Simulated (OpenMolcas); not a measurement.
## Fe5+, Ru5+, Os5+: d³ down the group

| Property | Result |
| --- | --- |
| Program | OpenMolcas 26.06 |
| Method | MS-CASPT2, IPEA 0.25 Eh, imaginary shift 0.1 Eh |
| Basis | ANO-RCC-VTZP |
| Scalar Hamiltonian | DKH2, point nucleus |
| Spin-orbit coupling | RASSI with atomic mean-field integrals over the reference wave functions, term energies averaged over their components |

Active space for each ion: 3 electrons in 10 orbitals (d d); closed shells correlated by CASPT2: Fe5+ 3s 3p; Ru5+ 4s 4p; Os5+ 5s 5p.

Computed levels in cm-1 above ⁴F_3/2:

```tsv
Level	Fe5+	Ru5+	Os5+
⁴F_5/2	545	1430	6530
⁴F_7/2	1278	3160	11680
⁴F_9/2	2170	5040	15040
⁴P_1/2	19650	13600	17190
⁴P_5/2	20540	15840	25640
²G_7/2	21330	15920	23420
²G_9/2	22080	17000	37900
²P_1/2	27450	20090	29350
²H_9/2	29730	22410	24720
weight of ⁴F in the lowest level (%)	100	98	82
```

Mixed levels, with the weight of the term that names them: Ru5+ ²G_9/2 (74 %), Os5+ ⁴F_9/2 (57 %), Os5+ ⁴P_1/2 (66 %), Os5+ ²G_9/2 (57 %), Os5+ ²P_1/2 (66 %), Os5+ ²H_9/2 (56 %).

Measured, with the error of the calculation in %. Measured levels: Fe5+ from Corliss and Sugar, J. Phys. Chem. Ref. Data 11, 135 (1982); Os5+ from the list in Brasseur, Palmeri and Quinet, Atoms 13, 11 (2025).

```json
{"Level": "⁴F_5/2", "Fe5+": "511 (+6.6)", "Os5+": "6397 (+2.2)"}
{"Level": "⁴F_7/2", "Fe5+": "1188 (+7.6)", "Os5+": "11444 (+2.1)"}
{"Level": "⁴F_9/2", "Fe5+": "2001 (+8.7)", "Os5+": "14678 (+2.5)"}
{"Level": "⁴P_1/2", "Fe5+": "18738 (+4.9)", "Os5+": "16772 (+2.5)"}
{"Level": "⁴P_5/2", "Fe5+": "19611 (+4.7)", "Os5+": "24828 (+3.3)"}
{"Level": "²G_7/2", "Fe5+": "20616 (+3.5)", "Os5+": "22920 (+2.2)"}
{"Level": "²G_9/2", "Fe5+": "21315 (+3.6)", "Os5+": "37019 (+2.4)"}
{"Level": "²P_1/2", "Fe5+": "26496 (+3.6)", "Os5+": "28860 (+1.7)"}
{"Level": "²H_9/2", "Fe5+": "28724 (+3.5)", "Os5+": "24028 (+2.9)"}
```

The fine-structure level ⁴F_9/2 changes by a factor of 6.93 from Fe5+ to Os5+.

Without spin-orbit coupling ⁴P lies 18960, 12040, 11670 cm-1 above ⁴F in that order; the difference to the level ⁴P_1/2, of either sign, comes from spin-orbit coupling, which also lowers the zero.

CASPT2 breaks the degeneracy within a term, and the mean is taken; among the terms shown or strongly mixed into the levels shown the widest spread is 970 cm-1 (4d³ ⁴F, Ru5+). Active for correlation alone: 4d; no level in the range computed is led by a configuration that fills it, so any true level of that kind is missing (holds for Fe5+). Active for correlation alone: 5d; no level in the range computed is led by a configuration that fills it, so any true level of that kind is missing (holds for Ru5+). Active for correlation alone: 6d; no level in the range computed is led by a configuration that fills it, so any true level of that kind is missing (holds for Os5+). Measured partners are found by configuration, term and J. A level has none where our copy of the source lacks it or the pairing is in doubt (some pairs that miss far off the trend of their configuration count as doubtful), and it then counts in no deviation. Levels of configurations outside the active space are missing.
